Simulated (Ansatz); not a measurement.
Basis-set extrapolation for CH₈OSi₂, SMILES `C[SiH2][SiH2]O` (PBE0-D4/def2-TZVP geometry, frozen core, Ansatz). Multiplicity 1, RHF reference.

```csv
,def2-TZVPP,def2-QZVPP
HF,-695.375410,-695.399392
MP2 correlation,-0.673935,-0.723937
CCSD(T) correlation,-0.753650,not run
```

Energies in hartree. Use E(X) = E(∞) + A·exp(−7.88·√X) for Hartree–Fock and E(X) = E(∞) + B·X^(−2.97) for correlation, with X = 3 and 4, and add CCSD(T) minus MP2 of the smaller set to the MP2 limit.

**Question.** What is the CCSD(T) energy at the basis-set limit?

**Answer.** HF limit: -695.399392 + (-0.023982) × 0.13774 = -695.40270. MP2 limit: -0.723937 + (-0.050002) × 0.74074 = -0.76098. Higher-order term: -0.753650 − (-0.673935) = -0.07972. Total: -696.24340 hartree, 300.2 kJ/mol below CCSD(T)/def2-TZVPP.
